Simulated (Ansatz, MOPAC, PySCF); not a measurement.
Complex: H2S (SMILES S) (first 3 atoms) with CH3Cl (SMILES CCl); geometry from B3LYP-D3(BJ)/def2-TZVP, rigid monomers moved along the line of their centres of mass till H3···Cl5 is 3.12 Å.
(charge 0, multiplicity 1):
```xyz
8

S     -1.9933    -0.3872    -0.4380
H     -1.2636     0.6439    -0.8930
H     -0.9095    -1.0126     0.0551
C     -0.1393    -0.2077     3.4034
Cl     1.0221    -1.2396     2.4968
H     -0.5339    -0.7912     4.2295
H      0.3980     0.6618     3.7691
H     -0.9315     0.0828     2.7197
```

Monomers are frozen at their geometry in the pair; levels with a basis set take the counterpoise correction. Rows marked so take none.

Rows in 6-31G* carry no dispersion term and start afresh at each structure (6-31G* with six Cartesian d functions). The state that PM7 reach isn't checked; PM7 holds dispersion and hydrogen-bond terms.

The values were computed with Ansatz (a first-principles code) with Gaussian orbitals; MOPAC for PM7 (differences of heats of formation); PySCF for 6-31G* rows, the dispersion terms. Each number belongs to the level named beside it.

Question: One of these levels gives -2.20 kcal/mol for the interaction energy. Which?
A. B3LYP-D3(BJ)/def2-TZVPPD
B. PM7
C. BP86/6-31G* (no counterpoise)

Answer: A, B3LYP-D3(BJ)/def2-TZVPPD. The others give -1.72 (PM7), -1.17 (BP86/6-31G* (no counterpoise))
